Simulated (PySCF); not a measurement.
**Sc: ionisation energy**

Sc [Ar] 3d1 4s2 (2D) → Sc⁺ [Ar] 3d1 4s1 (3D), as a difference of total energies. All numbers are calculated (PySCF 2.14, scalar relativity by spin-free X2C-1e, in x2c-TZVPPall with one added diffuse shell each of s, p, d, f type (7s6p5d3f1g, 80 functions)). Correlated levels: valence and next inner shell: [Ne] frozen. The calculations carry no spin-orbit coupling.

```json
{"method": "UHF", "ionisation energy (eV)": "5.394"}
{"method": "MP2 (valence and next inner shell)", "ionisation energy (eV)": "6.356"}
{"method": "SCS-MP2 (valence and next inner shell)", "ionisation energy (eV)": "6.431"}
{"method": "CCSD (valence and next inner shell)", "ionisation energy (eV)": "6.453"}
{"method": "CCSD(T) (valence and next inner shell)", "ionisation energy (eV)": "6.549"}
```

Q: How much does correlation contribute at CCSD(T) (valence and next inner shell)?

A: 6.549 − (5.394) = 1.155 eV, measured against UHF.

Errors of the correlated levels include the incompleteness of this basis and the frozen core.

For comparison: 6.562 eV (measured; NIST levels, between the centres of gravity of the two terms).
